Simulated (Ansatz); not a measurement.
C5H8O2 (acetylacetone (keto form)): the vertical ionisation energy from total energies

C5H8O2: 15 atoms, total charge 0, spin state singlet. SMILES: `CC(=O)CC(C)=O`. The shape is that of a PBE0-D4/def2-TZVP optimisation. This is one conformer, not always the lowest.

Both states at this one shape; open shells run unrestricted unless said. 1 Eh = 27.2114 eV.

```
                              level  program  singlet C5H8O2 (Eh)  doublet [C5H8O2]+ (Eh)  HOMO of the first (eV)
 SVWN5/6-31G* (spherical functions)   Ansatz          -342.883714             -342.561023                   -5.57
revPBE/6-31G* (spherical functions)   Ansatz          -345.683720             -345.370353                   -5.38
```

Problem. Work out the vertical ionisation energy at each level.

Solution. 
1. SVWN5/6-31G* (spherical functions): -342.561023 − (-342.883714) = 0.322691 Eh = 8.78 eV; −ε(HOMO) = 5.57 eV.
2. revPBE/6-31G* (spherical functions): -345.370353 − (-345.683720) = 0.313367 Eh = 8.53 eV; −ε(HOMO) = 5.38 eV.

No measured value is set beside it here; the levels span 8.53 to 8.78 eV. In semi-local functionals −ε(HOMO) lies far under the ionisation energy, a result of self-interaction, while the difference of totals does much better.
